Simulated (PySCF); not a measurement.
Level of theory: B3LYP-D3(BJ)/def2-TZVP // PBE0-D3(BJ)/def2-TZVP (PySCF). Isolated molecules, 0 K electronic values unless said otherwise. One relaxed conformer stands for a flexible species; it need not be the lowest. B3LYP has the VWN-RPA correlation part, as in Gaussian. Delta-SCF ions had no search for a lower state. Excitations are Tamm–Dancoff values on a coarser integration grid. The basis has no diffuse functions, so Rydberg states are missing or too high.

Reference species (SMILES): `Br[Si](Br)(Br)Br` (neutral, multiplicity 1).

```json
{
 "S1 excitation (TDA)": "5.53 eV",
 "vertical ionisation energy (Delta-SCF)": "10.41 eV",
 "HOMO–LUMO gap": "6.52 eV",
 "S1 oscillator strength": "0.000"
}
```

After one change: the S1 excitation (TDA) rises by 0.43 eV; the vertical ionisation energy (Delta-SCF) falls by 1.83 eV; the HOMO–LUMO gap rises by 0.41 eV; the S1 oscillator strength is nearly the same.

Question: Name the change that produced these shifts. The new species is one of these.
A. `N[Si](N)(Br)Br`
B. `N[Si](N)(N)Br`
C. `N[Si](Br)(Br)Br`
D. `N[Si](N)(N)N`

Answer: D, `N[Si](N)(N)N`
